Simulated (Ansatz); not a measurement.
Input file for `[SiH3]OC[SiH2]S`:

```yaml
crystal:
  periodic: [false, false, false]
  atoms:
    - {symbol: Si, position_ang: [-2.216608, 0.137798, -0.518342]}
    - {symbol: O, position_ang: [-0.736605, -0.065000, 0.177765]}
    - {symbol: C, position_ang: [0.429183, -0.251600, -0.614463]}
    - {symbol: Si, position_ang: [1.900352, -0.398877, 0.558625]}
    - {symbol: S, position_ang: [2.035931, 1.351290, 1.769202]}
    - {symbol: H, position_ang: [-2.580182, -1.057639, -1.328540]}
    - {symbol: H, position_ang: [-2.210516, 1.326229, -1.415322]}
    - {symbol: H, position_ang: [-3.176626, 0.326098, 0.593130]}
    - {symbol: H, position_ang: [0.579390, 0.593935, -1.299086]}
    - {symbol: H, position_ang: [0.344798, -1.160012, -1.228268]}
    - {symbol: H, position_ang: [3.169796, -0.473269, -0.208990]}
    - {symbol: H, position_ang: [1.733168, -1.624879, 1.380313]}
    - {symbol: H, position_ang: [0.748418, 1.261126, 2.148878]}
basis:
  gaussian: {orbitals: def2-SVP}
correlation: {method: ccsd_t}
```

```sh
$ ansatz run in.yaml --threads 4 --pin off --events-out ev --progress --plain
```

Log, shortened:

```
Functional definition: HF
1177 factors; integrals over basis functions are off by at most 1.3e-3 eV
mean field evaluation 1: about -29724.0191 eV, gradient 3.0e1 eV
mean field evaluation 2: about -29724.0231 eV, gradient 3.0e1 eV
mean field evaluation 4: about -29726.6570 eV, gradient 4.1e0 eV
mean field evaluation 8: about -29726.7103 eV, gradient 1.4e-4 eV
mean field -29726.71025213 eV, -1092.4364522777 hartree, gradient 1.7e-6 eV, S^2 0.000000; 0 other end points of the search recorded, 0 dependent functions left out
17 core orbitals not correlated: weight in the atoms' cores, before any rotation towards them, 1.000 or more for the frozen orbitals, at most 0.000 for the correlated occupied ones
reference -29726.71025213 eV, -1092.4364522777 hartree; 16, 16 occupied and 89, 89 virtual orbitals, 1177 factors
second order -17.81933438 eV of doubles, -0.00000000 eV of singles
cycle   1  -19.06318685 eV  change    -1.2e0 eV  update   1.0e-1
cycle   2  -19.64778217 eV  change   -5.8e-1 eV  update   3.1e-2
cycle   3  -19.75617150 eV  change   -1.1e-1 eV  update   1.4e-2
cycle   4  -19.75214727 eV  change    4.0e-3 eV  update   3.1e-3
cycle   5  -19.75161992 eV  change    5.3e-4 eV  update   1.1e-3
cycle   6  -19.75151347 eV  change    1.1e-4 eV  update   3.2e-4
cycle   7  -19.75135708 eV  change    1.6e-4 eV  update   1.1e-4
cycle   8  -19.75135813 eV  change   -1.0e-6 eV  update   3.5e-5
perturbative correction -0.51576942 eV, -0.0189541766 hartree
Total energy: -29746.97737968 eV, -1093.1812554777 hartree
```

Hardware: 4 threads of a server CPU on a shared host. Wall time 9 s, peak host memory 0.62 GiB.

The correlation energy is -20.267 eV, 2.5 % of it from (T); the T1 diagnostic reads 0.0110.
